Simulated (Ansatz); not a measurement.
A nudged elastic band was laid between two geometries of BrH + Cl2GeH2O (8 atoms, charge 0, multiplicity 1).

The calculation used RKS LDA/def2-SVP (Ansatz).

| Property | Result |
| --- | --- |
| movable images | 5 |
| climbing image | yes |
| spring | 5.0 eV/Å² |
| optimiser | quadratic models (default) |
| start path | through a guess of the saddle point |
| force threshold | 0.05 eV/Å |
| iteration limit | 60 |
| end points | relaxed |

First end point:

```xyz
8
Properties=species:S:1:pos:R:3
Ge -0.266 -0.316 -0.103
Cl -0.409 -0.080 2.064
O 1.402 -0.233 -0.566
H 1.838 0.591 -0.220
Cl -1.409 1.292 -0.908
H -0.834 -1.685 -0.482
Br 2.080 2.294 1.303
H 1.063 1.424 1.918
```

Last end point:

```xyz
8
Properties=species:S:1:pos:R:3
Ge -0.282 0.456 -0.351
Cl 1.871 -0.360 2.382
O 1.314 -0.171 -0.633
H 1.745 -0.402 0.233
Cl -0.920 1.287 -2.193
H -1.331 -0.528 0.195
Br -0.140 2.213 1.186
H 1.210 0.790 2.188
```

(1) Which bonds break or form, and what moves?

(2) Give the energies along the band, and the barrier.

(3) What is the geometry of the highest image?

(4) What are the harmonic wavenumbers there?

Answers

(1) Bonds broken: Ge1–Cl2, Br7–H8. Bonds formed: Ge1–Br7, Cl2–H8. BrH + Cl2GeH2O becomes BrClGeH2O + ClH.

(2) The forces met the threshold. The highest image is number 3 of 0 to 6, 25.0 kcal/mol above the first end and 24.6 kcal/mol above the last; the last end lies 0.4 kcal/mol above the first. A vibrational analysis at the climbing image gives one clearly imaginary mode, 223i cm⁻¹: a first-order saddle point. The orbitals stay closed-shell, which can raise the energy where a bond breaks towards radicals; this wasn't checked here.

| image | path coordinate (Å) | energy (kcal/mol) | Ge1–Cl2 (Å) | Br7–H8 (Å) | Ge1–Br7 (Å) |
| --- | --- | --- | --- | --- | --- |
| 0 | 0.00 | 0.0 | 2.18 | 1.47 | 3.78 |
| 1 | 1.20 | 5.3 | 2.18 | 1.46 | 3.77 |
| 2 | 2.40 | 10.2 | 2.17 | 1.46 | 3.57 |
| 3 | 3.60 | 25.0 | 2.48 | 1.70 | 2.59 |
| 4 | 5.45 | 6.8 | 3.61 | 2.27 | 2.30 |
| 5 | 7.29 | 5.2 | 3.45 | 2.25 | 2.33 |
| 6 | 9.14 | 0.4 | 3.57 | 2.20 | 2.34 |

(3) 
```xyz
8
Properties=species:S:1:pos:R:3
Ge 0.209 0.201 0.048
Cl -0.438 0.048 2.438
O 1.764 0.084 -0.786
H 1.820 -0.792 -1.221
Cl -1.270 1.410 -0.914
H -0.345 -1.245 -0.025
Br 1.329 2.240 1.178
H 0.398 1.340 2.288
```

(4) 223i, 39, 121, 154, 190, 242, 280, 359, 431, 567, 682, 707, 756, 935, 994, 1109, 2050, 3687 cm⁻¹.

The run took 110 s on 4 threads of Arm Neoverse V2, with other jobs on the host, peak memory 0.21 GiB.
